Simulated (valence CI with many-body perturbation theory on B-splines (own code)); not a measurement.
Questions on Pr⁴⁴⁺

Calculated by relativistic CI+MBPT: five valence electrons over a frozen Dirac-Fock core [Ne], a basis of 11 s, 11 p, 10 d, 8 f, 5 g, 2 h functions for each j, with the one-electron correlation potential Σ1, the two-electron term Σ2, the three-electron term Σ3, Breit, model QED; selected CI, second order for the rest, scaled by the run's own slope (own B-spline code, finite nucleus).

The last digits are not significant, and no measured levels were compared; by estimate large intervals hold to a few tenths of a per cent, small ones and those within an open d or f shell to about a per cent. Among the levels kept, up to 3100 cm⁻¹ of a level comes from second order outside the variational space, and about a tenth of that is noise between levels of different J, which matters for small intervals.

Levels are named by their leading jj configuration (3d3/2^4 stands for four electrons in 3d with j = 3/2), which in mixed levels can hold well under half, so a name can repeat and another be missing.

Rates and lifetimes use the calculated energies. Strong lines usually hold to 10 to 20 %, long lifetimes can be off by a factor of two.

Question: What is the ground level?

Answer: (3s^2 3p1/2^2 3p3/2) J=3/2, composition 45 % 3s2 3p3 2P° + 28 % 3s2 3p3 4S° + 26 % 3s2 3p3 2D°, g = 1.376.

Question: What is the ionisation energy?

Answer: 3514.7 eV; NIST lists 3512 ± 4 eV (theoretical).

Question: Where does the other parity begin?

Answer: At (3s^2 3p1/2^2 3d3/2) J=3/2, 1378.6 × 10³ cm⁻¹.

Question: Among levels below 5523.3 × 10³ cm⁻¹, which E1 lines absorb most strongly from the ground level?

Answer: to (3s^2 3p1/2 3p3/2 3d3/2) J=3/2 at 3.903 nm, f = 0.286; to (3s^2 3p1/2 3p3/2 3d3/2) J=5/2 at 3.979 nm, f = 0.243; to (3s^2 3p1/2 3p3/2 3d3/2) J=1/2 at 3.899 nm, f = 0.106.

Question: How well does LS coupling describe the low levels?

Answer: Among the lowest 20 levels the leading LS term, summed over configurations, holds 51 % on average. For single configurations the figures are 48 % in LS and 89 % in jj coupling. Terms mix most in the J = 5/2 level at 1652.2 × 10³ cm⁻¹, where the leading one holds 28 %.

Question: Name the longest-lived excited levels whose lifetime is computed, and their main decay.

Answer: (3s^2 3p1/2 3p3/2 3d5/2) J=9/2 at 2571.6 × 10³ cm⁻¹ lives 5.24 μs, mostly by M1 to (3s^2 3p1/2 3p3/2 3d3/2) J=7/2; (3s^2 3p1/2 3p3/2^2) J=5/2 at 969.99 × 10³ cm⁻¹ lives 381 ns, mostly by M1 to (3s^2 3p1/2^2 3p3/2) J=3/2; (3s^2 3p1/2 3p3/2^2) J=1/2 at 1061.4 × 10³ cm⁻¹ lives 101 ns, mostly by M1 to (3s^2 3p1/2^2 3p3/2) J=3/2.
